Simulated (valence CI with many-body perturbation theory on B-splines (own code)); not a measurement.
# Questions on Pd¹⁵⁺

Method: configuration interaction combined with many-body perturbation theory (CI+MBPT): three valence electrons over a frozen Dirac-Fock core [Ar] 3d10, a basis of 11 s, 11 p, 9 d, 7 f, 5 g, 2 h, 1 i functions for each j, with the one-electron correlation potential Σ1, the two-electron term Σ2, the three-electron term Σ3, Breit, model QED; selected CI, second order for the rest (own B-spline code, finite nucleus).

No measured levels were compared; by estimate levels hold to about 250 cm⁻¹ or 0.2 % of their energy and the worst to 1 %, as in measured heavy ions of charge 2 to 7; those with d or f electrons hold less well.

Names give the largest LS component (configuration and term), which can be under half, so a name can repeat, a term be missing and a line seem to break the LS rules; names also repeat where a configuration has a term twice.

Rates and lifetimes use the calculated energies. Strong lines usually hold to 10 to 20 %, long lifetimes can be off by a factor of two.

Question: What is the ground level?

Answer: 4s2 4p 2P°_1/2, composition 98 % 4s2 4p 2P°, g = 0.665.

Question: How well does LS coupling describe the low levels?

Answer: Among the lowest 20 levels the leading LS term, summed over configurations, holds 84 % on average. For single configurations the figures are 81 % in LS and 82 % in jj coupling. Terms mix most in the J = 3/2 level at 650040 cm⁻¹, where the leading one holds 37 %.

Question: What is the ionisation energy?

Answer: 369.91 eV; NIST lists 369.1 ± 0.15 eV (semi-empirical).

Question: Name the longest-lived excited levels whose lifetime is computed, and their main decay.

Answer: 4s2 4p 2P°_3/2 at 52588 cm⁻¹ lives 760 μs, mostly by M1 to 4s2 4p 2P°_1/2. The lifetime of 4s 4p 4d 4F°_9/2 is too uncertain to give, and may be longer.

Question: How is the term 2P° of the ground level split?

Answer: J = 1/2 at 0, J = 3/2 at 52588 cm⁻¹.

Question: What are the static dipole polarisabilities of the lowest levels?

Answer: 4s2 4p 2P°_1/2 0.499; 4s2 4p 2P°_3/2 0.515 (tensor 0.044) bohr³, of which the core gives 0.0311.

Question: Where does the other parity begin?

Answer: At 4s 4p2 4P_1/2, 261790 cm⁻¹.
